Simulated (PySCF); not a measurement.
Ligand exchange on a metal centre used in film growth or etching (Mo Cl-F). All species are isolated molecules in the gas phase.

The numbers are results of PySCF with TPSSh-D3(BJ)/def2-TZVP // TPSS-D3(BJ)/def2-SVP, not measurements. All candidates: neutral, multiplicity 1. 

The LUMO is -6.26 eV, the HOMO is -8.85 eV and the dipole moment comes out as 1.19 D.

Task: Identify which member has these values.
A. [Mo(Cl)2(F)4]
B. [Mo(Cl)5(F)]
C. [Mo(Cl)(F)5]
D. [Mo(Cl)4(F)2]

Result: D, [Mo(Cl)4(F)2]. The others give [Mo(Cl)2(F)4]: -6.35 eV, -9.28 eV, 1.34 D; [Mo(Cl)5(F)]: -6.35 eV, -8.54 eV, 0.81 D; [Mo(Cl)(F)5]: -6.27 eV, -9.86 eV, 1.02 D
